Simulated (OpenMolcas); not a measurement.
## Ce3+: effect of the metal basis and ligand basis

Ce3+ with 6 ligands (bromide) in octahedral coordination (Oh) at 2.92 Å. A charge of +0.5 e stands 2.6 Å behind each ligand.

```json
{
 "Program": "OpenMolcas 26.06",
 "Method": "SS-CASPT2, IPEA 0.25 Eh, imaginary shift 0.1 Eh (closed shells correlated: 5s 5p and the ligand valence shells)",
 "Spin-orbit coupling": "state interaction with AMFI integrals over the reference wave functions"
}
```

Fixed: active space 1 electron in 7 orbitals (4f), DKH2 Hamiltonian.

States (labels of O, the rotations of Oh). Energies in cm-1 above the lowest state or level, χT in cm3 K/mol; under a threefold ground state the first gap can be a small split of the lowest multiplet, not the spin-orbit step.

| Run | Metal basis | Ligand basis | Ground state | First state of that spin | First gap with spin-orbit (degeneracies) | Width of lowest J | χT at 300 K | Cost |
| --- | --- | --- | --- | --- | --- | --- | --- | --- |
| A | ANO-RCC-VDZP | ANO-RCC-VDZP | 2T2 | 2A2 47 | 250 (2, 4) | 252 | 0.738 | roughly 70 core-seconds |
| B | ANO-RCC-VTZP | ANO-RCC-VTZP | 2T2 | 2A2 17 | 270 (2, 4) | 273 | 0.729 | roughly 5 core-minutes |

Against A, the width of the lowest J multiplet changes by +8.3 % in B.

Costs are those of the CASPT2 steps.

Roots that are degenerate in the reference are averaged as groups; the widest CASPT2 spread within a group is 100 cm-1 (the 3-fold group of multiplicity 2 near 465 cm-1 above the lowest state of its run, B). Shifts and gaps below about the spread of the groups concerned are not significant. Over all roots computed the reference weight is 0.69 in A, 0.65 in B; a low but even weight reflects the number of correlated electrons. Splittings of an f shell from a small cluster at a set distance can be off by tens of per cent, mostly too small. No measured value stands beside these numbers; the geometry was imposed, not optimised, and the real ion may take another.
